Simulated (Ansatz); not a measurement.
`C[BH][GeH2][Cl]` + `C[Si]S` → `C[Si]SC` + `[BH2][GeH2][Cl]`  (substitution at a C–B bond)

Calculated with Ansatz (gas phase, PBE0-D4/def2-TZVP geometries, no zero-point term in ΔE). CCSD(T)/CBS adds triple-zeta CCSD(T) − MP2 to the extrapolated MP2 energy (def2 sets, frozen cores). This one scheme is used for every species. DFT in def2-TZVPP. For Ge outer-core shells are correlated without core-valence functions, which leaves a few kJ/mol of doubt a bond. Scalar relativity is left out up to krypton. Each species was taken in one conformer, which may not be the lowest.

`C[BH][GeH2][Cl]`:

Z-matrix (Å, degrees):
```
C
B 1 1.541
H 1 1.106 2 102.7
H 1 1.092 2 114.8 3 114.0
H 1 1.091 2 115.6 3 -114.6
Ge 2 2.065 1 122.2 3 91.5
H 2 1.199 1 121.1 3 -84.7
Cl 6 2.177 2 109.3 1 3.7
H 6 1.540 2 114.0 1 121.2
H 6 1.540 2 114.3 1 -113.8
```

`C[Si]S`:

Cartesian coordinates in Å:
```
C 0.566 0.235 0.890
Si -0.442 0.911 -0.572
S -0.796 -0.981 -1.488
H 1.090 -0.707 0.717
H -0.142 0.078 1.716
H 1.280 0.988 1.235
H -1.557 -0.524 -2.498
```

`C[Si]SC`:

Z-matrix (Å, degrees):
```
C
Si 1 1.903
H 1 1.091 2 116.5
H 1 1.096 2 108.4 3 -123.2
H 1 1.097 2 108.0 3 122.6
S 2 2.108 1 96.6 3 -2.5
C 6 1.812 2 103.4 1 -179.7
H 7 1.091 6 110.3 2 -0.2
H 7 1.090 6 109.0 2 -120.6
H 7 1.090 6 109.1 2 120.2
```

`[BH2][GeH2][Cl]`:

Z-matrix (Å, degrees):
```
Ge
Cl 1 2.168
B 1 2.053 2 111.0
H 1 1.539 2 105.7 3 122.5
H 1 1.539 2 105.7 3 -122.5
H 3 1.191 1 121.6 2 -0.2
H 3 1.195 1 118.7 2 179.8
```

```tsv
species	ωB97X-V energy (Eh)
`C[BH][GeH2][Cl]`	-2603.55591
`C[Si]S`	-728.10762
`C[Si]SC`	-767.42190
`[BH2][GeH2][Cl]`	-2564.21587
```

**Question.** Work out ΔE.

**Answer.** ΔE = (-767.42190) + (-2564.21587) − (-2603.55591) − (-728.10762) = 0.02576 Eh = +16.2 kcal/mol. CCSD(T)/CBS gives +15.9 kcal/mol.

Largest T1 diagnostic among the species: 0.014.

In def2-TZVPP, CCSD(T) changes the Hartree–Fock value by +1.3 kcal/mol (the triples alone add −0.2 kcal/mol) and MP2 by +1.1 kcal/mol.
